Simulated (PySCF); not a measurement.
Coordinates in bohr (charge 0 multiplicity 1):
```
Mn    0.1020    0.0000    0.0000
N     2.8683    0.0000    0.0000
F    -0.5996    3.1765    0.0000
F    -0.5996    0.0000   -3.1765
F    -0.5996   -3.1765    0.0000
F    -0.5996    0.0000    3.1765
```

Level of theory: PySCF, PBE0, basis Mn def2-SVP, N def2-SVP, F def2-SVP (no relativity, density fitting).

This geometry of MnNF₄ is a stationary point at this level.

Q: What is the point group?

A: C4v.

Q: Is it a minimum?

A: Yes: all harmonic wavenumbers are real.

Q: List the harmonic modes with their infrared intensities.

A: 
| symmetry | ω (cm⁻¹) | IR (km/mol, summed over degenerate members) |
| --- | --- | --- |
| b1 | 134 | 0.0 |
| e | 284 | 48.5 |
| a1 | 350 | 5.6 |
| e | 383 | 9.9 |
| b2 | 410 | 0.0 |
| b1 | 561 | 0.0 |
| a1 | 691 | 13.6 |
| e | 724 | 353 |
| a1 | 1276 | 15.4 |

Q: What are the dipole moment and the gap between the highest occupied and lowest empty levels?

A: 1.64 D and 3.67 eV.

In C4v the vibrations span 2b1 + 3e + 3a1 + b2. The b1, b2 modes carry no infrared intensity, as symmetry demands.

Stability towards spin polarisation was not tested. Only a few start shapes were tried, so a lower isomer may exist.
